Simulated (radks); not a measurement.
The numbers below are computed, except where a source is named.
Radial electron density D(r) = 4 pi r^2 rho(r) of an atom or ion with 28 electrons. Code: a radial shooting solver on a logarithmic mesh with Libxc functionals. Model: non-relativistic Kohn-Sham, LDA (Slater exchange, Perdew-Wang correlation), spin-unpolarised, spherical densities, point nucleus.

r (bohr),D(r) (e/bohr)
0.001475,1.947
0.001663,2.430
0.00189,3.070
0.002131,3.812
0.002422,4.785
0.002731,5.902
0.003079,7.252
0.0035,8.990
0.003946,10.94
0.004449,13.24
0.005056,16.12
0.005701,19.24
0.006428,22.78
0.007306,27.02
0.008237,31.37
0.009362,36.33
0.01056,41.15
0.0119,45.95
0.01353,50.79
0.01525,54.80
0.0172,58.01
0.01954,60.28
0.02204,61.15
0.02484,60.77
0.02824,59.18
0.03184,57.00
0.03618,54.65
0.0408,53.20
0.046,53.25
0.05228,55.48
0.05895,59.68
0.06646,65.32
0.07554,71.63
0.08517,76.20
0.0968,78.01
0.1091,76.03
0.1231,70.82
0.1399,63.44
0.1577,57.17
0.1778,53.66
0.2021,53.92
0.2278,56.98
0.2569,60.28
0.292,60.89
0.3292,56.75
0.3741,47.31
0.4218,35.61
0.4756,23.74
0.5406,13.30
0.6095,6.646
0.6872,2.824
0.781,0.9305
0.8806,0.2675
0.9929,0.06162
1.128,0.009806
1.272,0.001316
1.446,0.0001099

What is the nuclear charge?

Answer. Z = 49. The innermost maximum, from 1s, lies near 1/Z = 0.0204 bohr (found: 0.0226), and its height grows with Z. The density is that of the indium ion In21+ in [Ar] 3d10; the configuration itself is not fixed sharply by these data, and Z only to a few units. D(r) has 3 maxima, at r = 0.0226, 0.0960, 0.278 bohr, and minima at 0.0431, 0.188 bohr, inside which lie 2.02, 11.43 electrons.
